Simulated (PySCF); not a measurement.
BrH₄NO₂Si. Atoms are numbered in the order given.

```xyz
9

N      2.0083    -0.1000    -0.9573
Si     0.4072     0.4141    -0.6065
O      0.4321     1.9791    -0.0300
O     -0.4337     0.1785    -2.0263
Br    -0.6904    -0.6856     1.0249
H      2.7201    -0.0273    -0.2269
H      2.1309    -0.9555    -1.5049
H      0.9581     2.5660    -0.6047
H     -1.3895     0.0527    -1.8913
```

Geometry: PBE-D3(BJ)/def2-SVP. The structure was generated by enumeration, and PubChem lists no compound with its InChIKey, so it may never have been made. One conformer was computed; it need not be the lowest.

Computed with PBE-D3(BJ)/def2-SVP (PySCF).

Frequencies are harmonic and unscaled.

| mode | ν (cm⁻¹) | IR (km/mol) | moving atoms (share of kinetic energy) |
|---|---|---|---|
| 1 | 153 | 14.6 | O 34 %, H 29 %, N 24 %, Br 8 % |
| 2 | 175 | 3.0 | O 38 %, H 37 %, N 14 % |
| 3 | 215 | 28.8 | H 64 %, O 24 % |
| 4 | 249 | 1.7 | O 33 %, Br 29 %, H 22 %, N 14 % |
| 5 | 258 | 7.5 | H 36 %, O 26 %, Si 18 %, N 14 % |
| 6 | 294 | 75.2 | H 79 %, O 16 % |
| 7 | 314 | 36.0 | O 52 %, Si 18 %, H 14 %, N 14 % |
| 8 | 383 | 89.0 | H 68 %, O 18 %, N 10 % |
| 9 | 415 | 12.2 | Si 37 %, H 35 %, N 10 %, O 9 %, Br 9 % |
| 10 | 458 | 324.4 | H 53 %, N 20 %, Si 19 % |
| 11 | 762 | 105.8 | O 58 %, N 19 %, Si 11 %, H 11 % |
| 12 | 784 | 49.3 | H 71 %, O 16 %, N 11 % |
| 13 | 827 | 78.9 | H 77 %, N 11 %, O 9 % |
| 14 | 863 | 257.8 | H 67 %, O 17 %, Si 14 % |
| 15 | 925 | 157.9 | Si 43 %, N 24 %, H 20 %, O 13 % |
| 16 | 959 | 114.7 | Si 47 %, O 34 %, H 17 % |
| 17 | 1486 | 55.0 | H 89 %, N 11 % |
| 18 | 3497 | 36.5 | H 96 % |
| 19 | 3595 | 34.9 | H 91 %, N 9 % |
| 20 | 3734 | 69.9 | H 94 % |
| 21 | 3765 | 78.5 | H 94 % |
